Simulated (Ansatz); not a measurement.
```yaml
crystal:
  periodic: [false, false, false]
  atoms:
    - {symbol: W, position_ang: [-1.166067, -0.142164, -0.468860]}
    - {symbol: W, position_ang: [-0.012717, 0.755361, 1.014323]}
    - {symbol: Si, position_ang: [1.178784, -0.613187, -0.545464]}
basis:
  gaussian: {orbitals: def2-mTZVPP}
hamiltonian: {xc: {name: HF}}
correlation: {active_space: {window: {electrons: 6, orbitals: 2}}}
scf: {lower_state_search: off}
```

```sh
$ ansatz run in.yaml --threads 4 --pin off --events-out ev --progress --plain --max-ram 3916MiB
```

Output, abridged:

```
Functional definition: HF
1068 factors; integrals over basis functions are off by at most 1.6e-4 eV
mean field evaluation 1: about -11464.6474 eV, gradient 2.3e1 eV
mean field evaluation 2: about -11464.8383 eV, gradient 2.3e1 eV
mean field evaluation 4: about -11466.1617 eV, gradient 2.7e0 eV
mean field evaluation 8: about -11466.2500 eV, gradient 3.3e-1 eV
mean field evaluation 16: about -11466.2562 eV, gradient 7.0e-3 eV
mean field -11466.49686024 eV, -421.3859873430 hartree, gradient 2.5e-6 eV, S^2 0.000000; 0 other end points of the search recorded, 0 dependent functions left out
reference -11466.49686024 eV, -421.3859873430 hartree; 21, 21 occupied and 78, 78 virtual orbitals, 1068 factors
Error: 6 electrons in 2 orbitals form no window around the highest filled level of the reference
```

Question: Something in this input is off. What?

Answer: The active space doesn't fit the electrons. The run stopped with an error.
